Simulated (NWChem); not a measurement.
C2H4I cation

```xyz
7

C     -0.3225     2.4412     0.0000
C      0.5416     1.2883     0.0000
I     -0.0281    -0.6078     0.0000
H     -0.0302     3.0792     0.8641
H     -0.0302     3.0792    -0.8641
H     -1.3997     2.2394     0.0000
H      1.6324     1.4385     0.0000
```
Atoms are numbered in this order, from 1.

All runs: NWChem. Coordinates come from a PBE0/def2-SVP (def2 core potentials past Kr) optimisation.

Task: Predict the results for PBE/STO-3G (all-electron, non-relativistic). Quantities: highest occupied level (eV); orbital gap (eV).

Result: The highest occupied level (eV) comes out as -11.34. The orbital gap (eV) is 2.16.
